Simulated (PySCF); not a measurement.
PySCF 2.14 output of an unrestricted PBE calculation on a single atom or ion in x2c-SVPall (3s2p1d, 14 functions), with scalar relativity by spin-free X2C-1e:

```
SCF conv_tol = 1e-09
number electrons alpha = 2  beta = 2
    J. P. Perdew, K. Burke, and M. Ernzerhof.,  Phys. Rev. Lett. 77, 3865 (1996)
    J. P. Perdew, K. Burke, and M. Ernzerhof.,  Phys. Rev. Lett. 78, 1396 (1997)
    J. P. Perdew, K. Burke, and M. Ernzerhof.,  Phys. Rev. Lett. 77, 3865 (1996)
    J. P. Perdew, K. Burke, and M. Ernzerhof.,  Phys. Rev. Lett. 78, 1396 (1997)
cycle= 1 E= -36.4225201289261  delta_E= -0.000491  |g|= 0.000775  |ddm|= 0.0423
cycle= 2 E= -36.4225206316089  delta_E= -5.03e-07  |g|= 6.34e-05  |ddm|= 0.00262
cycle= 3 E= -36.4225206344285  delta_E= -2.82e-09  |g|= 2.98e-07  |ddm|= 0.000183
cycle= 4 E= -36.4225206344285  delta_E= 7.11e-15  |g|= 2.43e-11  |ddm|= 4.85e-07
converged SCF energy = -36.4225206344285  <S^2> = -2.220446e-15  2S+1 = 1
```

The run itself started from symmetry-adapted Hartree-Fock orbitals and held the occupation by maximum overlap, on a logarithmic radial grid, so the iterations belong to that start.

Which element, charge and spin multiplicity is this?

C²⁺ (carbon, charge +2), multiplicity 1; the state was [He] 2s2, closed-shell 1S.
